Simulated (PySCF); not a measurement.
SMILES [CH3][Ga]([CH3])[I], singlet (PBE0/def2-SVP optimised geometry):

```
10

Ga    -0.220    -0.102     0.000
I     -1.323    -2.375     0.010
C      1.740    -0.102     0.000
H      2.108     0.327     0.946
H      2.120     0.531    -0.818
H      2.146    -1.116    -0.109
C     -1.473     1.406     0.000
H     -0.954     2.375     0.029
H     -2.146     1.331     0.869
H     -2.101     1.363    -0.904
```

Level of theory: PBE0/def2-TZVP, def2 effective core potentials past Kr run with PySCF.

### Question
What are the frontier orbital energies and the dipole moment?

### Answer
HOMO-2 -8.19 eV, HOMO-1 -7.46 eV, HOMO -7.12 eV, LUMO -1.14 eV, LUMO+1 -0.17 eV; dipole moment 2.77 D.

On the same geometry PBE/def2-TZVP, def2 effective core potentials past Kr (PySCF) gives HOMO-2 -7.09 eV, HOMO-1 -6.36 eV, HOMO -6.00 eV, LUMO -1.91 eV, LUMO+1 -1.01 eV; dipole moment 2.67 D.
